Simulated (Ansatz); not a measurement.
Si8H6⁻. Total charge -1; doublet. Geometry PBE-D4/def2-SVP, that of the neutral singlet; atoms count from 1.

Cartesian coordinates in Å:
```
Si -2.381 -3.051 -0.361
Si 1.300 1.635 -1.058
Si -1.294 -1.331 -1.445
Si 0.095 -0.136 1.740
Si 2.231 -0.172 0.651
Si 0.491 2.023 1.001
Si -1.823 -1.209 0.929
Si 0.942 -0.612 -1.343
H 0.060 -0.166 3.249
H -1.940 -0.761 -2.686
H 1.260 3.026 1.835
H 1.704 -1.138 -2.534
H 2.356 2.525 -1.660
H -3.001 -0.633 1.684
```

The structure comes from a short search, and lower isomers may exist.

Question: Estimate the Mulliken populations from the PBE0/def2-TZVPD orbitals of Ansatz.

Answer: 
```csv
atom,charge (e),spin (α − β)
Si1,-0.42,0.84
Si2,-0.05,0.00
Si3,-0.11,0.04
Si4,0.21,0.03
Si5,-0.41,0.00
Si6,-0.09,0.00
Si7,-0.06,0.01
Si8,0.24,0.03
H9,-0.08,0.01
H10,-0.04,0.01
H11,-0.02,0.00
H12,-0.09,0.02
H13,-0.04,0.00
H14,-0.03,0.01
```
Mulliken values depend strongly on the basis. With diffuse functions, as here, like atoms can get unlike values, and bond orders can come out too low or too high.

Question: Where does the spin sit?

Answer: Summed by element: Si 0.95, H 0.05, of 1 unpaired in all. Largest on single atoms: Si1 0.84, Si3 0.04, Si8 0.03.

Question: And the Mayer bond orders between heavy atoms (over 0.3)?

Answer: Si1–Si3 0.98 (2.31 Å); Si1–Si7 0.92 (2.32 Å); Si2–Si5 0.64 (2.66 Å); Si2–Si6 1.10 (2.25 Å); Si2–Si8 0.93 (2.29 Å); Si3–Si7 0.93 (2.43 Å); Si3–Si8 0.83 (2.35 Å); Si4–Si5 0.66 (2.40 Å); Si4–Si6 0.88 (2.32 Å); Si4–Si7 0.83 (2.34 Å); Si5–Si6 0.57 (2.82 Å); Si5–Si8 0.63 (2.41 Å).
